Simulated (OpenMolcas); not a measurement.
Mn2+ among 6 point charges of -1 e arranged as an octahedron (Oh), 2.14 Å from the ion.

- Program: OpenMolcas
- Method: SS-CASPT2, IPEA 0.25 Eh, imaginary shift 0.1 Eh (closed shells correlated: 3s 3p)
- Basis: ANO-RCC-VTZP [6s5p3d2f1g]
- Scalar Hamiltonian: DKH2, point nucleus
- Active space: 5 electrons in 5 orbitals (3d)
- State averaging: 2S+1 = 6 even, 1 root; 2S+1 = 4 even, 24 roots; 2S+1 = 2 even, 75 roots
- Spin-orbit coupling: RASSI with atomic mean-field integrals over the reference wave functions

Problem. What is the spin-free ground state (labels of O, the rotations of Oh)?

Solution. 6A1, 1-fold in its orbital part, 100 % from free-ion S terms; it has the highest spin that d5 allows.

Problem. What are the lowest two levels with spin-orbit coupling?

Solution. A 6-fold level, then a 2-fold level Γ7 27100 cm-1 above it. Their leading multiplicities are 6 (100 %) and 4 (100 %).

Problem. What is χT at 300 K, and how does it compare with the textbook value?

Solution. The lowest level has 2S+1 = 6, for which the spin-only value is χT = S(S+1) / 2 = 4.375 cm3 K/mol (g = 2). The computed 4.386 at 300 K differs by +0.011, little more than the free-electron g of 2.0023 accounts for.

Roots that are degenerate in the reference are averaged as groups; the widest CASPT2 spread within a group is 330 cm-1 (the 3-fold group of multiplicity 2 near 40100 cm-1 above the lowest state of its run). Shifts and gaps below about the spread of the groups concerned are not significant. Free-ion shares, where given, are those of the reference states; single-state CASPT2 does not remix them. This is an electrostatic model: the charges have no orbitals. No measured value stands beside these numbers.
